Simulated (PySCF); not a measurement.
## Excitation energy of P²⁺ by level of theory

P²⁺ [Ne] 3s2 3p1 (2P) → P²⁺ [Ne] 3s1 3p2 (4P), as a difference of total energies. Computed with PySCF 2.14 in x2c-QZVPPall (9s6p4d2f1g, 70 functions), with the spin-free X2C one-electron Hamiltonian (Gaussian nucleus). Correlated levels: valence and next inner shell: 1s2 frozen. The calculations carry no spin-orbit coupling.

| method | excitation energy (eV) |
| --- | --- |
| UHF | 5.512 |
| MP2 (valence and next inner shell) | 6.761 |
| SCS-MP2 (valence and next inner shell) | 7.110 |
| CCSD (valence and next inner shell) | 6.994 |
| CCSD(T) (valence and next inner shell) | 7.050 |

Q: How much does correlation contribute at CCSD(T) (valence and next inner shell)?

A: 7.050 − (5.512) = 1.538 eV, measured against UHF.

A first-order spin-orbit estimate (lowest level to lowest level, LS coupling) adds 0.005 eV.
